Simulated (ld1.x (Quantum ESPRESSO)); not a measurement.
# Co (Z = 27), TM: configuration errors across variants

ld1.x (Quantum ESPRESSO) 7.5 input, shortened:

```
&input
   title='Co', zed=27., rel=1, dft='REVPBE', iswitch=3,
   config='[Ar] 3d7 4s1 4p0'
 /
 &inputp
   pseudotype=2, tm=.true., lloc=-1, rcloc=0.75,
   nlcc=.false.
 /
3
4S  1  0   1.00   0.00  2.40  2.40  0.0
3P  2  1   6.00   0.00  0.75  0.75  0.0
3D  3  2   7.00   0.00  1.60  1.60  0.0
 &test
   configts(1)='3p6 3d7 4s1 4p0'
 /
```

All-electron excitation energies from the reference (eV): (1) 3p6 3d7 4s2 4p0 -8.933; (2) 3p6 3d7 4s0 4p0 16.620; (3) 3p6 3d6 4s0 4p0 52.376; (4) 3p6 3d7 4s0 4p1 5.333; (5) 3p6 3d6 4s2 4p0 6.187; (6) 3p6 3d7 4s1 4p1 -4.608.

Tests that are not counted but printed errors over 1 eV. “all radii scaled by about 0.75 (s 1.80, p 0.56, d 1.20 bohr); local potential all-electron potential smoothed inside 0.56 bohr (lloc = -1)”: 3p6 3d6 4s2 4p0 (solver errors, printed error -17.2 eV); 3p6 3d6 4s2 4p1 (solver errors, printed error -16.3 eV). “all radii scaled by about 0.83 (s 2.00, p 0.62, d 1.32 bohr); local potential all-electron potential smoothed inside 0.62 bohr (lloc = -1)”: 3p6 3d6 4s2 4p0 (solver errors, printed error -17.2 eV); 3p6 3d6 4s2 4p1 (solver errors, printed error -29.7 eV).

A true bound ghost makes a file unfit for plane-wave use even where its test errors are small: the radial tests pick states by their node count and pass the ghost by. Where a test does run into it, the solver fails or the error is huge.

Errors AE − PS in meV (a dash: test not solved or not reliable):

| change | (1) | (2) | (3) | (4) | (5) | (6) | bound ghosts |
| --- | --- | --- | --- | --- | --- | --- | --- |
| base | +2.0 | -3.5 | +51 | +11 | +3.7 | +12 | s |
| all radii scaled by about 0.75 (s 1.80, p 0.56, d 1.20 bohr); local potential all-electron potential smoothed inside 0.56 bohr (lloc = -1) | +3.1 | -5.2 | +60 | +21 | – | +18 | s |
| all radii scaled by about 0.83 (s 2.00, p 0.62, d 1.32 bohr); local potential all-electron potential smoothed inside 0.62 bohr (lloc = -1) | +0.6 | -5.9 | +70 | +15 | – | +15 | s |
| all radii scaled by about 0.93 (s 2.22, p 0.70, d 1.48 bohr); local potential all-electron potential smoothed inside 0.70 bohr (lloc = -1) | +0.9 | -4.1 | +65 | +12 | -37 | +13 | s |
| all radii scaled by about 1.12 (s 2.70, p 0.84, d 1.80 bohr); local potential all-electron potential smoothed inside 0.84 bohr (lloc = -1) | +3.1 | -8.4 | -3.1 | +4.2 | +101 | +11 | s |
| all radii scaled by about 1.20 (s 2.88, p 0.90, d 1.92 bohr); local potential all-electron potential smoothed inside 0.90 bohr (lloc = -1) | +3.2 | -14 | -30 | -2.3 | +173 | +8.7 | s |
| all radii scaled by about 1.29 (s 3.10, p 0.96, d 2.06 bohr); local potential all-electron potential smoothed inside 0.96 bohr (lloc = -1) | +1.7 | -29 | -83 | -14 | +283 | +6.5 | s |

Task: Give the same row for: all radii scaled by about 1.36 (s 3.26, p 1.02, d 2.18 bohr); local potential all-electron potential smoothed inside 1.02 bohr (lloc = -1).

Result: -1.0, -45, -124, -87, +357, -30; bound ghosts: s.
